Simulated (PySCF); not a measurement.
Cl²⁺: excitation energy

Cl²⁺ [Ne] 3s2 3p3 (4S) → Cl²⁺ [Ne] 3s1 3p4 (4P), as a difference of total energies. Calculation: PySCF 2.14, in x2c-TZVPPall with one added diffuse shell each of s, p, d type (6s6p4d1f, 51 functions); scalar relativity by spin-free X2C-1e. Correlated levels: valence: [Ne] frozen; valence and next inner shell: 1s2 frozen. The calculations carry no spin-orbit coupling.

| method | excitation energy (eV) |
| --- | --- |
| UHF | 13.031 |
| LDA | 12.760 |
| PBE | 12.648 |
| PBE0 | 12.823 |
| r2SCAN | 12.373 |
| PBEsol | 12.599 |
| r2SCAN0 | 12.592 |
| LC-wPBE | 12.802 |
| BP86 | 12.530 |
| MP2 (valence) | 12.959 |
| SCS-MP2 (valence) | 12.946 |
| MP2 (valence and next inner shell) | 13.030 |
| SCS-MP2 (valence and next inner shell) | 13.004 |

A first-order spin-orbit estimate (lowest level to lowest level, LS coupling) adds -0.048 eV.
